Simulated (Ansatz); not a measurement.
`C[Se][SiH2]` radical. The species carries charge 0 and has multiplicity 2. Geometry: relaxed with PBE0-D4/def2-TZVP.

```xyz
8

C    -0.330   -1.266   -0.526
Se    1.287   -0.206   -0.229
Si    0.350    1.422    1.025
H    -1.101   -0.650   -0.986
H    -0.682   -1.682    0.416
H    -0.051   -2.071   -1.202
H     1.388    2.483    1.161
H    -0.861    1.970    0.341
```

(1) What is the dipole moment at B3LYP/def2-TZVPP? (Estimate.)

(2) And with PBE, r2SCAN, ωB97M-V? (Best estimate.)

(3) Give the Mulliken charges with B3LYP, PBE, r2SCAN in def2-TZVPP. (An estimate is asked.)

Results:

(1) Computed: 1.42 D, with components (-1.12, -0.82, -0.26) D in this frame, pointing from negative to positive charge.

(2) Computed: PBE 1.45 D, r2SCAN 1.49 D, ωB97M-V 1.41 D.

(3) Computed: 
```csv
atom,B3LYP,PBE,r2SCAN
C1,-0.37,-0.36,-0.24
Se2,-0.05,-0.04,-0.08
Si3,0.10,0.05,0.12
H4,0.14,0.14,0.11
H5,0.14,0.14,0.11
H6,0.13,0.14,0.10
H7,-0.05,-0.03,-0.05
H8,-0.05,-0.04,-0.06
```

B3LYP here is the variant with VWN-RPA as its local correlation; programs differ in this.
